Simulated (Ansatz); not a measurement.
Reaction (formal loss of a carbene): `[CH3][AlH][O][SiH2]O` → `[CH2]` (triplet) + `O[SiH2][O][AlH2]`

Isolated molecules relaxed with PBE0-D4/def2-TZVP in Ansatz; ΔE leaves out vibrations. CCSD(T)/CBS is the MP2 limit (def2-TZVPP, def2-QZVPP) plus CCSD(T) − MP2 in def2-TZVPP, frozen cores. This one scheme is used for every species. DFT in def2-TZVPP. B3LYP here is the variant with VWN-RPA as its local correlation; programs differ in this. Triplets are unrestricted, without spin–orbit coupling. One conformer a species, not always the lowest.

(1) Is it downhill or uphill in electronic energy at CCSD(T)/CBS, and by how much? (Best estimate.)

(2) What do these levels give: revPBE-D4, r2SCAN-D4, B3LYP-D4, CAM-B3LYP-D4, BLYP, r2SCANh, CAM-B3LYP, LC-ωPBE, HF/def2-SVP, CCSD(T)/def2-SVP, MP2/CBS(def2), CCSD/CBS(def2)? (An estimate is asked.)

Largest T1 diagnostic among the species: 0.012.

## Answers

(1) The calculation gave: Uphill: ΔE = +482.7 kJ/mol.

(2) The calculation gave: revPBE-D4 473.9, r2SCAN-D4 464.2, B3LYP-D4 475.2, CAM-B3LYP-D4 478.8, BLYP 465.0, r2SCANh 460.5, CAM-B3LYP 474.4, LC-ωPBE 472.4, HF/def2-SVP 332.3, CCSD(T)/def2-SVP 454.6, MP2/CBS(def2) 496.9, CCSD/CBS(def2) 471.1 kJ/mol.

At CCSD(T), def2-SVP lies −28.1 kJ/mol from the extrapolated value and def2-TZVPP −12.6 kJ/mol. From r2SCAN to r2SCAN0 (25 % exact exchange), in def2-TZVPP and without D4, ΔE moves by −5.5 kJ/mol.
